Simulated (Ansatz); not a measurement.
Ideal-gas functions of CH3ClFGaO, SMILES `O[CH2][Ga]([F])[Cl]` at 400 K and 1 bar, from an Ansatz frequency run at PBE0-D4/def2-TZVP.

Molar mass 155.21 g/mol, point group C1 (symmetry number 1), electronic degeneracy 1, moments of inertia 168.286, 228.677, 389.806 u Å². Harmonic wavenumbers (cm⁻¹, unscaled): 56, 64, 144, 165, 282, 305, 411, 574, 691, 722, 1079, 1160, 1260, 1380, 1468, 3019, 3119, 3857.

Use S(trans) = R[1.5 ln M + 2.5 ln T − 1.1517]; rotational temperatures θ = 24.2544 K / I; S(rot) = R[ln(√π/σ · √(T³/θAθBθC)) + 1.5]; for each mode x = 1.438777 ν̃/T, S = R[x/(eˣ − 1) − ln(1 − e⁻ˣ)] and H = RT x/(eˣ − 1); 1 cm⁻¹ = 0.0119627 kJ/mol; R = 8.31446 J/(mol·K).

**Question.** By hand: the entropy, in J/(mol·K).

**Answer.** Translation 177.9. Rotation: θ = 0.1441, 0.1061, 0.0622 K, giving 120.9. Vibration, mode by mode: 21.65, 20.54, 13.88, 12.77, 8.54, 7.95, 5.78, 3.62, 2.60, 2.38, 0.85, 0.67, 0.50, 0.35, 0.27, 0.00, 0.00, 0.00, in all 102.4. Electronic 0.0. Sum 401.2 J/(mol·K).

**Question.** By hand: H − E and G − E in kJ/mol, counted from the electronic energy.

**Answer.** Zero-point energy ½ × 19756 × 0.0119627 = 118.2; thermal vibration 19.4; translation, rotation and pV give 4 RT = 13.3. H − E = 150.9 kJ/mol, and G − E = 150.9 − 400 × 401.2/1000 = -9.6 kJ/mol.

Vibration gives 26 % of the entropy, 56.1 J/(mol·K) of it from the modes under 150 cm⁻¹: soft modes count most, and the harmonic formula is weakest for them. The sum counts one conformer and one mirror image; others add a mixing term.
